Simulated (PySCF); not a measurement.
Coordinates in bohr (charge 0 multiplicity 5):
```
Co    0.0000    0.0000    0.0000
O     3.3271    0.0941    0.0000
O    -1.7451    2.8343    0.0000
O    -1.5820   -2.9284    0.0000
H     4.3275   -1.4200    0.0000
H    -0.9340    4.4577    0.0000
H    -3.3935   -3.0377    0.0000
```

These are results of UPBE0 in PySCF with Co def2-TZVP, O def2-TZVP, H def2-TZVP; no relativity; density-fitted integrals, not measurements.

This geometry of Co(OH)3 is a stationary point at this level.

Task: What is the point group?

Result: C3h.

Task: Is it a minimum?

Result: Yes: all harmonic wavenumbers are real.

Task: List the harmonic modes with their infrared intensities.

Result: 
| symmetry | ω (cm⁻¹) | IR (km/mol, summed over degenerate members) |
| --- | --- | --- |
| e' | 148 | 21.8 |
| a'' | 156 | 16.0 |
| e'' | 295 | 0.0 |
| a'' | 325 | 342 |
| a' | 597 | 0.0 |
| e' | 600 | 515 |
| a' | 664 | 0.0 |
| e' | 735 | 168 |
| e' | 3891 | 443 |
| a' | 3896 | 0.0 |

In C3h the vibrations span 4e' + 2a'' + e'' + 3a'. The a', e'' modes carry no infrared intensity, as symmetry demands.

Other isomers or separated fragments may lie lower. Other spin states or occupations of the open shell can lie lower.
